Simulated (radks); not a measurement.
Task: These are the eigenvalues of the occupied orbitals of an atom or ion with whole-number occupations (eV). Calculated with a radial shooting solver on a logarithmic mesh with Libxc functionals: Dirac Kohn-Sham, PBE, spin-unpolarised, spherical densities, point nucleus.

1s1/2: -70136.98
2s1/2: -12709.31
2p1/2: -12183.54
2p3/2: -10831.22
3s1/2: -3499.420
3p1/2: -3266.324
3p3/2: -2972.710
3d3/2: -2581.340
3d5/2: -2517.603
4s1/2: -1262.076
4p1/2: -1163.960
4p3/2: -1087.377
4d3/2: -925.7233
4d5/2: -910.4282
4f5/2: -708.6083
4f7/2: -704.9460

Which element is it, and in what charge state? The configuration may be excited. Open shells, if any, are shared by 2j + 1.

Result: Z = 74, tungsten, charge +24: W24+ in [Kr] 4d10 4f4. The list shows which subshells hold electrons but not how many an open one holds; the 1s level, -2577.5 hartree, gives Z - s = 71.8 by -(Z - s)^2/2, which with screening and relativity narrows Z to a few neighbours, and the depths of the outer levels then fix element, charge and occupations together.
